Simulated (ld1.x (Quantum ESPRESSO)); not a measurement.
B, TM: configuration errors across variants

```json
{
  "Element": "boron (B)",
  "Generator": "ld1.x (Quantum ESPRESSO) 7.5",
  "Type": "norm-conserving Troullier–Martins (Kleinman–Bylander form)",
  "Functional": "PBEsol",
  "Relativity": "non-relativistic",
  "Frozen core": "[He]",
  "Valence charge": "3",
  "Reference configuration": "2s2 2p1",
  "Partial waves": "2s (bound): rc 1.15 bohr; 2p (bound): rc 2.05 bohr; 3d channel at 0.25 Ry: rc 1.55 bohr",
  "Local potential": "all-electron potential smoothed inside 1.90 bohr (lloc = -1)",
  "Core correction": "Bessel-smoothed model core, default radius (core density twice the valence density)"
}
```

All-electron excitation energies from the reference (eV): (1) 2s2 2p0 8.142; (2) 2s1 2p0 33.396; (3) 2s2 2p0.5 2.856; (4) 2s1 2p2 5.813; (5) 2s1 2p1 14.259; (6) 2s2 2p1.3 -0.725; (7) 2s0 2p3 11.644.

A true bound ghost makes a file unfit for plane-wave use even where its test errors are small: the radial tests pick states by their node count and pass the ghost by.

Errors AE − PS in meV (a dash: test not solved or not reliable):

| change | (1) | (2) | (3) | (4) | (5) | (6) | (7) | bound ghosts |
| --- | --- | --- | --- | --- | --- | --- | --- | --- |
| base | +18 | +75 | +2.2 | -0.4 | -5.6 | +0.1 | -1.9 | none |
| wave 2s (bound): rc 1.15 bohr becomes 2s (bound): rc 0.94 bohr | +20 | +72 | +2.5 | +0.8 | -6.1 | +0.2 | +3.9 | none |
| wave 2s (bound): rc 1.15 bohr becomes 2s (bound): rc 1.20 bohr | +18 | +75 | +2.2 | -0.6 | -5.4 | +0.1 | -2.4 | none |
| wave 2s (bound): rc 1.15 bohr becomes 2s (bound): rc 1.36 bohr | +18 | +75 | +2.2 | -0.5 | -5.7 | +0.1 | -2.1 | none |
| wave 2s (bound): rc 1.15 bohr becomes 2s (bound): rc 1.50 bohr | +20 | +75 | +2.4 | -0.5 | -6.9 | +0.2 | -1.6 | none |
| wave 2s (bound): rc 1.15 bohr becomes 2s (bound): rc 1.66 bohr | +23 | +74 | +2.9 | -0.6 | -9.3 | +0.2 | -1.9 | none |

Give the same row for: wave 2s (bound): rc 1.15 bohr becomes 2s (bound): rc 0.80 bohr.

+21, +73, +2.7, +1.5, -6.2, +0.2, +6.8; bound ghosts: s.
